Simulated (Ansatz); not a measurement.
Correlation energies of `C[N](C)[Mg][OH]` by basis set

```xyz
12

C    -0.763   -1.008   -0.890
N    -0.157   -0.079    0.026
C    -1.049    0.213    1.116
Mg    1.577    0.654   -0.174
O     3.225    1.280   -0.319
H    -0.098   -1.243   -1.729
H    -1.701   -0.619   -1.324
H    -1.018   -1.967   -0.406
H    -1.999    0.657    0.773
H    -0.604    0.921    1.825
H    -1.317   -0.690    1.692
H     3.905    1.882   -0.589
```

Total charge 0; spin multiplicity 1. Correlated methods include outer-core shells of Mg, which these sets cover unevenly. The geometry is a stationary point of PBE0-D4/def2-TZVP. It is one conformer, not always the lowest. Frozen core, restricted reference, Ansatz 0.2.0. CBS rows extrapolate triple and quadruple zeta; past MP2 they add the triple-zeta difference. For Mg the program correlates outer-core shells too, which these sets cover unevenly, so the extrapolated numbers aren't a true limit.

| basis | HF (Eh) | MP2 corr. |
| --- | --- | --- |
| def2-SVP | -408.54054 | -0.69003 |
| def2-TZVPP | -408.85406 | -1.01642 |
| def2-QZVPP | -408.87414 | -1.11538 |

(1) Estimate the CCSD correlation energy and the (T) correction in each basis where they were run (hartree).

Results:

(1) 
| basis | CCSD corr. | (T) |
| --- | --- | --- |
| def2-SVP | -0.73250 | -0.01905 |
| def2-TZVPP | -1.05128 | -0.03451 |
| CBS(def2) | -1.22355 | as TZ |
